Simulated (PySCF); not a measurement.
## Excitation energy of P by level of theory

P [Ne] 3s2 3p3 (4S) → P [Ne] 3s1 3p3 3d1 (6D), as a difference of total energies. Calculation: PySCF 2.14, in aug-cc-pwCVTZ; no relativity, point nucleus. Correlated levels: valence and next inner shell: 1s2 frozen. The calculations carry no spin-orbit coupling.

| method | excitation energy (eV) |
| --- | --- |
| UHF | 12.365 |
| MP2 (valence and next inner shell) | 14.091 |
| SCS-MP2 (valence and next inner shell) | 14.495 |
| CCSD (valence and next inner shell) | 14.194 |
| CCSD(T) (valence and next inner shell) | 14.312 |

Problem. How much does correlation contribute at CCSD(T) (valence and next inner shell)?

Solution. 14.312 − (12.365) = 1.947 eV, measured against UHF.

The upper state lies above the first ionisation limit, but in LS coupling its spin forbids autoionisation to the ground ion.

The promoted electron is Rydberg-like, and one or two diffuse shells describe it only roughly, which tends to raise the upper state.
